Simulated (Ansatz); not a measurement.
F4Ge (SMILES [F][Ge]([F])([F])[F]), singlet, geometry from GFN2-xTB; R2SCAN/STO-3G in Ansatz (a first-principles code).

Ansatz was given this input:
Ansatz 0.2 input:
```yaml
crystal:
  periodic: [false, false, false]
  atoms:
    - {symbol: F, position_ang: [1.28249365, -1.06843622, -0.11172530]}
    - {symbol: Ge, position_ang: [-0.00000000, -0.00000000, -0.00000000]}
    - {symbol: F, position_ang: [0.58041552, 1.56903814, 0.00809899]}
    - {symbol: F, position_ang: [-1.01772117, -0.21135552, -1.31087792]}
    - {symbol: F, position_ang: [-0.84518800, -0.28924641, 1.41450423]}
basis:
  gaussian:
    orbitals: STO-3G
hamiltonian:
  xc: r2scan
```

What the program printed (banner, timings and long lists left out):

```
Functional definition: r2SCAN
484 factors; integrals over basis functions are off by at most 2.8e-5 eV
mean field evaluation 1: about -66570.7507 eV, gradient 4.1e1 eV
mean field evaluation 2: about -66571.7638 eV, gradient 3.4e1 eV
mean field evaluation 4: about -66576.2432 eV, gradient 2.7e-1 eV
mean field evaluation 8: about -66576.1470 eV, gradient 5.4e-2 eV
mean field -66576.14702120 eV, -2446.6282760960 hartree, gradient 4.5e-5 eV, S^2 0.000000; 0 other end points of the search recorded, 0 dependent functions left out
reference -66576.14702391 eV, -2446.6282761956 hartree; 34, 34 occupied and 4, 4 virtual orbitals, 484 factors
Total energy: -66576.14702391 eV, -2446.6282761956 hartree
```
